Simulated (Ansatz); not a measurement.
Ansatz (an electronic-structure program) input file for NbSF2Cl, SMILES [Nb]([F])([F])([Cl])=[S], multiplicity 1, PBE/def2-SVPD. The structure is a stationary point at B3LYP-D3(BJ)/def2-SVP. The spin state was assumed, not searched. The def2 effective core potentials stand for the cores of Nb; spin–orbit coupling is left out.

Ansatz 0.2 input:
```yaml
crystal:
  periodic: [false, false, false]
  atoms:
    - {symbol: Nb, position_ang: [0.25076660, -0.08321466, -0.00000000]}
    - {symbol: S, position_ang: [-1.31810099, -1.53685857, 0.00000000]}
    - {symbol: F, position_ang: [1.26566222, -0.33371870, -1.53593040]}
    - {symbol: F, position_ang: [1.26566222, -0.33371870, 1.53593039]}
    - {symbol: Cl, position_ang: [-0.70433733, 2.00049852, 0.00000000]}
basis:
  gaussian:
    orbitals: def2-SVPD
hamiltonian:
  xc: {name: PBE}
```

Log of the run:

```
WARN ansatz: RAYON_NUM_THREADS=1 ignored (pool sized by the plan → 1); use --threads N
Functional definition: PBE
integrals: 0.08 GiB planned
1193 factors; their error is unknown
mean field: 0.46 GiB planned
mean field evaluation 1: about -30319.5771 eV, gradient 5.3e1 eV
mean field evaluation 2: about -30245.4600 eV, gradient 2.1e2 eV
mean field evaluation 4: about -30319.1424 eV, gradient 4.6e1 eV
mean field evaluation 8: about -30324.6039 eV, gradient 5.8e-1 eV
mean field evaluation 16: about -30324.5739 eV, gradient 1.8e-4 eV
mean field -30324.57385358 eV, -1114.4075343848 hartree, gradient 2.2e-5 eV, S^2 0.000000; 0 other end points of the search recorded, 0 dependent functions left out
reference -30324.57390841 eV, -1114.4075363995 hartree; 32, 32 occupied and 102, 102 virtual orbitals, 1193 factors
Total energy: -30324.57390841 eV, -1114.4075363995 hartree
```

The calculation finished and met its thresholds.
